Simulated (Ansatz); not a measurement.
C2H5NOSSi, SMILES `CO[Si]1(S)C=N1`, relaxed with RKS PBE0-D4/def2-TZVP in the Gaussian-basis code of Ansatz from a PBE-D4/def2-SVP geometry. The force threshold is 0.005 eV/Å; the program also tests the step.

Total charge 0; spin multiplicity 1.

Start:

```xyz
11

C     1.239   -0.728    1.432
O     0.043   -0.011    1.149
Si   -0.645    0.210   -0.345
S    -0.656   -1.615   -1.466
C    -1.565    1.686   -0.707
N    -0.396    1.736   -1.289
H     1.190   -1.087    2.480
H     2.128   -0.068    1.327
H     1.369   -1.605    0.761
H    -0.329   -0.962   -2.619
H    -2.379    2.446   -0.726
```

How much energy does the relaxation release, and in how many steps? (Best estimate.)

Ansatz gave: 0.12 eV, in 11 steps.

Which bonds change most? (Estimate.)

The calculation gave: Si3–N6 from 1.812 to 1.756 Å; O2–Si3 from 1.660 to 1.617 Å; Si3–S4 from 2.141 to 2.113 Å; Si3–C5 from 1.777 to 1.751 Å.

Give the relaxed structure. (Best estimate.)

Ansatz gave: 
```xyz
11

C     1.241   -0.727    1.447
O     0.065   -0.017    1.108
Si   -0.553    0.236   -0.364
S    -0.503   -1.572   -1.454
C    -1.538    1.638   -0.727
N    -0.349    1.749   -1.233
H     1.119   -1.120    2.456
H     2.103   -0.055    1.427
H     1.425   -1.560    0.762
H    -0.658   -0.936   -2.628
H    -2.352    2.364   -0.794
```
